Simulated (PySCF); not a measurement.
**Ionising CsCl**

PBE0; PySCF, scalar-relativistic core potentials, basis sets Cs def2-SVPD with ECP46, Cl def2-SVPD. Neutral (UKS): singlet (closed shell), Re = 2.988 Å, ωe = 206 cm⁻¹, De = 4.41 eV, HOMO -5.89 eV, LUMO -1.20 eV.

CsCl⁻ (UKS): doublet (σ ↑), Re = 3.138 Å, ωe = 158 cm⁻¹, De = 1.26 eV to Cs + Cl⁻. The energies at the minima are -480.14848 hartree for CsCl and -480.16852 for CsCl⁻.

Task: Work out the adiabatic electron affinity, without and with harmonic zero-point energies (1 hartree = 27.2114 eV, 1 eV = 8065.5 cm⁻¹), and the change of the bond length.

Result: At PBE0: 0.02004 hartree = 0.545 eV between the minima; the zero-point term (206.0 − 158.0)/2 cm⁻¹ = +0.003 eV makes it 0.548 eV. Re changes by +15.0 pm against the neutral. The electron enters a σ orbital; in so polar a molecule the change of length follows mostly from the change of the ionic charges.

Spin–orbit coupling is left out, which matters for elements this heavy, above all for dissociation energies. For an ion De counts to the pair picked by the measured ionisation energies or electron affinities, which need not be the lowest pair at this level. The highest Kohn–Sham level is positive in this anion. Much of that is self-interaction error, but it also means that the finite basis helps to hold the extra electron. States were picked by a PBE0 search and need not be the measured ground states.
